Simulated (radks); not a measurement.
The lutetium ion Lu+ inside a hard spherical wall (all orbitals vanish at R), configuration held at [Xe] 4f14 6s2 and not refilled when levels cross. Method: scalar-relativistic Kohn-Sham, LDA (Slater exchange, Perdew-Wang correlation), spin-polarised, spherical densities, finite nucleus; Fermi nuclear charge, rms radius 5.37 fm; computed with a radial shooting solver on a logarithmic mesh with Libxc functionals. Eigenvalues in eV for spin up, with the zero of energy where the potential of the charges vanishes at infinity; a dash marks a level that is unbound or too diffuse for the functional's potential to be trusted. A positive occupied level is held by the wall or, in an anion where self-interaction has pushed it up, behind a barrier. The pressure on the wall is -dE/dV.

[
 {"R (bohr)": "free", "E (hartree)": "-14552.4543", "kinetic (hartree)": "15892.528", "e(5s)": "-70.192", "e(5p)": "-40.656", "e(4f)": "-18.774", "e(6s)": "-11.286", "e(5d, empty)": "-9.471", "e(6p, empty)": "-6.679", "pressure (GPa)": "0"},
 {"R (bohr)": "20", "E (hartree)": "-14552.4543", "kinetic (hartree)": "15892.528", "e(5s)": "-70.192", "e(5p)": "-40.656", "e(4f)": "-18.774", "e(6s)": "-11.286", "e(5d, empty)": "-9.471", "e(6p, empty)": "-6.679", "pressure (GPa)": "< 0.0001"},
 {"R (bohr)": "15", "E (hartree)": "-14552.4543", "kinetic (hartree)": "15892.528", "e(5s)": "-70.192", "e(5p)": "-40.656", "e(4f)": "-18.774", "e(6s)": "-11.286", "e(5d, empty)": "-9.471", "e(6p, empty)": "-6.679", "pressure (GPa)": "< 0.0001"},
 {"R (bohr)": "12", "E (hartree)": "-14552.4543", "kinetic (hartree)": "15892.528", "e(5s)": "-70.192", "e(5p)": "-40.655", "e(4f)": "-18.774", "e(6s)": "-11.286", "e(5d, empty)": "-9.471", "e(6p, empty)": "-6.676", "pressure (GPa)": "0.000113"},
 {"R (bohr)": "7", "E (hartree)": "-14552.4454", "kinetic (hartree)": "15892.609", "e(5s)": "-69.875", "e(5p)": "-40.346", "e(4f)": "-18.456", "e(6s)": "-10.981", "e(5d, empty)": "-9.188", "e(6p, empty)": "-5.922", "pressure (GPa)": "0.590"},
 {"R (bohr)": "5", "E (hartree)": "-14552.3261", "kinetic (hartree)": "15893.274", "e(5s)": "-68.146", "e(5p)": "-38.687", "e(4f)": "-16.704", "e(6s)": "-8.436", "e(5d, empty)": "-7.425", "e(6p, empty)": "-1.402", "pressure (GPa)": "15.6"},
 {"R (bohr)": "4", "E (hartree)": "-14551.9706", "kinetic (hartree)": "15894.832", "e(5s)": "-65.566", "e(5p)": "-36.244", "e(4f)": "-13.974", "e(6s)": "-2.476", "e(5d, empty)": "-4.193", "e(6p, empty)": "7.731", "pressure (GPa)": "97.5"}
]
